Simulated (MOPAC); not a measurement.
A run for MOPAC: PM7 on GeH4OSi (SMILES [OH][Ge][SiH3]), a point of a torsion scan.

```
PM7 1SCF PRECISE CHARGE=0 THREADS=1
GeH4OSi

O      2.24888475 1    -0.06396516 1    -0.24599456 1
Ge     1.17691957 1    -1.29690552 1     0.43308161 1
Si    -0.96940957 1    -0.08936605 1     0.31462252 1
H      2.02406597 1     0.80724691 1    -0.56801963 1
H     -1.00949746 1     1.04363084 1    -0.63204847 1
H     -2.11811940 1    -0.92827460 1    -0.05853201 1
H     -1.35940100 1     0.51376553 1     1.60188640 1
```

The log:

```
*******************************************************************************
 **                                                                           **
 **                              MOPAC v23.2.5                                **
 **                                                                           **
 *******************************************************************************
 ** MOPAC's Digital Object Identifier: https://doi.org/10.5281/zenodo.6511958 **
 **                                                                           **
 ** Please cite the open-source release paper for use of this MOPAC version:  **
 ** J. E. Moussa and J. J. P. Stewart (2026)                                  **
 ** MOPAC: An open-source semiempirical molecular orbital program             **
 ** J. Open Source Softw., 11(119), 8025, https://doi.org/10.21105/joss.08025 **
 *******************************************************************************

                              PM7 CALCULATION RESULTS

 *******************************************************************************
 *  PM7        - The PM7 Hamiltonian to be used
 *
 *
 *
 *                 CHARGE ON SYSTEM = 0
 *
 *
 *
 *  PRECISE    - TIGHTER CRITERIA TO BE USED
 *  1SCF       - DO 1 SCF AND THEN STOP
 *  THREADS=1  - MULTI-THREADING NOT USED
 *  T=         - A TIME OF 172800.0 SECONDS REQUESTED
 *  DUMP=N     - RESTART FILE WRITTEN EVERY 7200.0 SECONDS REQUESTED
 *******************************************************************************
PM7 1SCF PRECISE CHARGE=0 THREADS=1
 GeH4OSi

   ATOM   CHEMICAL          X               Y               Z
  NUMBER   SYMBOL      (ANGSTROMS)     (ANGSTROMS)     (ANGSTROMS)

     1       O          2.24888475  *  -0.06396516  *  -0.24599456  *
     2      Ge          1.17691957  *  -1.29690552  *   0.43308161  *
     3      Si         -0.96940957  *  -0.08936605  *   0.31462252  *
     4       H          2.02406597  *   0.80724691  *  -0.56801963  *
     5       H         -1.00949746  *   1.04363084  *  -0.63204847  *
     6       H         -2.11811940  *  -0.92827460  *  -0.05853201  *
     7       H         -1.35940100  *   0.51376553  *   1.60188640  *



          CARTESIAN COORDINATES

    NO.       ATOM           X           Y           Z

     1         O          2.2489     -0.0640     -0.2460
     2        Ge          1.1769     -1.2969      0.4331
     3        Si         -0.9694     -0.0894      0.3146
     4         H          2.0241      0.8072     -0.5680
     5         H         -1.0095      1.0436     -0.6320
     6         H         -2.1181     -0.9283     -0.0585
     7         H         -1.3594      0.5138      1.6019

 General Reference for PM7:
 "Optimization of Parameters for Semiempirical Methods VI: More Modifications to the
 NDDO Approximations and Re-optimization of Parameters", J. J. P. Stewart, J. Mol. Mod., 1:32, 19 (2013)
 https://link.springer.com/article/10.1007/s00894-012-1667-x

           Empirical Formula: H4 O Ge Si  =     7 atoms



      MOLECULAR POINT GROUP   :   C1


      RHF CALCULATION, NO. OF DOUBLY OCCUPIED LEVELS = 9


 -------------------------------------------------------------------------------
 PM7 1SCF PRECISE CHARGE=0 THREADS=1
 GeH4OSi



     1SCF WAS SPECIFIED, SO BFGS WAS NOT USED
     SCF FIELD WAS ACHIEVED


                              PM7 CALCULATION
                                                       MOPAC v23.2.5 Linux




          FINAL HEAT OF FORMATION =        -22.27040 KCAL/MOL =     -93.17937 KJ/MOL


          COSMO AREA              =        124.56 SQUARE ANGSTROMS
          COSMO VOLUME            =        118.25 CUBIC ANGSTROMS

          IONIZATION POTENTIAL    =          8.148279 EV
          HOMO LUMO ENERGIES (EV) =         -8.148 -1.335
          NO. OF FILLED LEVELS    =          9
          MOLECULAR WEIGHT        =        120.7065         POINT GROUP:  C1

          MOLECULAR DIMENSIONS (Angstroms)

            Atom       Atom       Distance
            H     6    H     4     4.51988
           Ge     2    H     5     3.22845
            O     1    H     7     2.08925


          SCF CALCULATIONS        =          1





   ATOM   CHEMICAL          X               Y               Z
  NUMBER   SYMBOL      (ANGSTROMS)     (ANGSTROMS)     (ANGSTROMS)

     1       O          2.24888475  *  -0.06396516  *  -0.24599456  *
     2      Ge          1.17691957  *  -1.29690552  *   0.43308161  *
     3      Si         -0.96940957  *  -0.08936605  *   0.31462252  *
     4       H          2.02406597  *   0.80724691  *  -0.56801963  *
     5       H         -1.00949746  *   1.04363084  *  -0.63204847  *
     6       H         -2.11811940  *  -0.92827460  *  -0.05853201  *
     7       H         -1.35940100  *   0.51376553  *   1.60188640  *

                             CARTESIAN COORDINATES

   1    O        2.248884750    -0.063965160    -0.245994560
   2   Ge        1.176919570    -1.296905520     0.433081610
   3   Si       -0.969409570    -0.089366050     0.314622520
   4    H        2.024065970     0.807246910    -0.568019630
   5    H       -1.009497460     1.043630840    -0.632048470
   6    H       -2.118119400    -0.928274600    -0.058532010
   7    H       -1.359401000     0.513765530     1.601886400


           Empirical Formula: H4 O Ge Si  =     7 atoms



      MOLECULAR POINT GROUP   :   C1


                  EIGENVALUES
 -27.04456 -18.90578 -17.21649 -14.65546 -12.07440 -12.00061 -11.81636 -11.23890
  -8.14828  -1.33519   0.11358   0.58271   2.75043   2.80373   6.34765   8.32330
  20.48195  20.56619  20.94571  21.38908  21.44662


              NET ATOMIC CHARGES AND DIPOLE CONTRIBUTIONS

  ATOM NO.   TYPE          CHARGE      No. of ELECS.   s-Pop       p-Pop       d-Pop
    1          O          -0.812865        6.8129     1.73385     5.07902
    2         Ge           0.654319        3.3457     1.81785     1.52783
    3         Si          -0.184828        4.1848     0.90155     3.18401     0.09927
    4          H           0.350484        0.6495     0.64952
    5          H          -0.002875        1.0029     1.00288
    6          H          -0.003114        1.0031     1.00311
    7          H          -0.001120        1.0011     1.00112
 DIPOLE           X         Y         Z       TOTAL
 POINT-CHG.    -0.761    -2.391     1.087     2.735
 HYBRID        -0.022     1.580    -0.659     1.712
 SUM           -0.782    -0.811     0.428     1.205


          ATOMIC ORBITAL ELECTRON POPULATIONS

     Atom    s        px        py        pz      x^2-y^2     xz        z^2       yz        xy
    1  O   1.73385   1.83131   1.45908   1.78862
    2 Ge   1.81785   0.63940   0.67341   0.21502
    3 Si   0.90155   1.14224   1.04603   0.99574   0.01339   0.00720   0.02121   0.02759   0.02988
    4  H   0.64952
    5  H   1.00288
    6  H   1.00311
    7  H   1.00112

 **********************
 *                    *
 * JOB ENDED NORMALLY *
 *                    *
 **********************




 == MOPAC DONE ==
```

The run finished.

Cost: very roughly 0.05 core-seconds.
